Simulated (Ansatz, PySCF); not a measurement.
Complex: C2H2 (SMILES C#C) (first 4 atoms) with GeH4 (SMILES [GeH4]); geometry from B3LYP-D3(BJ)/def2-TZVP, rigid monomers moved along the line of their centres of mass till C2···Ge5 is 3.40 Å.
(charge 0, multiplicity 1):
```
atom    x (Å)    y (Å)    z (Å)
----  -------  -------  -------
C      0.6088   0.3271  -0.0053
C     -0.5606   0.0734  -0.0210
H      1.6472   0.5519   0.0136
H     -1.5990  -0.1521  -0.0326
Ge    -0.0156  -0.1233   3.3294
H     -0.9509   1.0276   2.9349
H      1.4104   0.1808   2.8490
H     -0.5061  -1.4327   2.6971
H     -0.0118  -0.2707   4.8610
```

Monomers are frozen at their geometry in the pair; levels with a basis set take the counterpoise correction. Rows marked so take none.

Rows in 3-21G, 6-31G* carry no dispersion term and start afresh at each structure (6-31G* with six Cartesian d functions); the Pople sets are all-electron and without relativity.

Programs: Ansatz (an electronic-structure program); PySCF for 3-21G rows, 6-31G* rows, the dispersion terms. Each number belongs to the level named beside it.

Question: One of these levels gives -79.8 meV for the interaction energy. Name it.
A. B3LYP/6-31G*
B. HF/3-21G (no counterpoise)
C. PBE-D3(BJ)/def2-TZVPPD
D. M06-2X/6-31G* (no counterpoise)

Answer: D, M06-2X/6-31G* (no counterpoise). The others give 23.4 (HF/3-21G (no counterpoise)), -26.4 (PBE-D3(BJ)/def2-TZVPPD), 94.6 (B3LYP/6-31G*)
